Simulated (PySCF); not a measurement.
Relaxation of singlet [BiBr2]+

These are results of PBE0/[Bi def2-TZVP with ECP60, Br def2-TZVP], scalar-relativistic core potentials, density fitting, no spin–orbit coupling, PySCF, not measurements. A (50,194) grid was used.

A hand-made bent start, of C2v symmetry, held to at least that symmetry:

Coordinates in bohr (charge 1 multiplicity 1):
```
Bi    0.0000    0.0000   -1.2112
Br    4.0200    0.0000    1.6037
Br   -4.0200    0.0000    1.6037
```

At each step, columns x, y, z (Å) and Fx, Fy, Fz (eV/Å):

```
step 0  E − E(last) = 19.66 kJ/mol
Bi   0.000   0.000  -0.641   0.000   0.000   1.160
Br   2.127   0.000   0.849  -1.185   0.000  -0.580
Br  -2.127   0.000   0.849   1.185   0.000  -0.580
step 1  E − E(last) = 5.08 kJ/mol
Bi   0.000   0.000  -0.634   0.000   0.000   0.152
Br   2.041   0.000   0.845  -0.439   0.000  -0.076
Br  -2.041   0.000   0.845   0.439   0.000  -0.076
step 2  E − E(last) = 0.67 kJ/mol
Bi   0.000   0.000  -0.679   0.000   0.000  -0.246
Br   1.947   0.000   0.868   0.035   0.000   0.123
Br  -1.947   0.000   0.868  -0.035   0.000   0.123
step 3  E − E(last) = -0.01 kJ/mol
Bi   0.000   0.000  -0.711   0.000   0.000   0.005
Br   1.916   0.000   0.884   0.007   0.000  -0.002
Br  -1.916   0.000   0.884  -0.007   0.000  -0.002
step 4  E − E(last) = 0.00 kJ/mol
Bi   0.000   0.000  -0.709   0.000   0.000  -0.001
Br   1.919   0.000   0.883   0.000   0.000   0.000
Br  -1.919   0.000   0.883   0.000   0.000   0.000
```

It ends at C2v with Bi–Br 2.493 Å (×2); Br–Bi–Br 100.7° (after a last refinement on a finer grid). A frequency run shows a minimum. Other isomers or separated fragments may lie lower.

With an element this heavy the missing spin–orbit coupling can shift these numbers.

The relaxation took of the order of 70 core-seconds on a shared host.
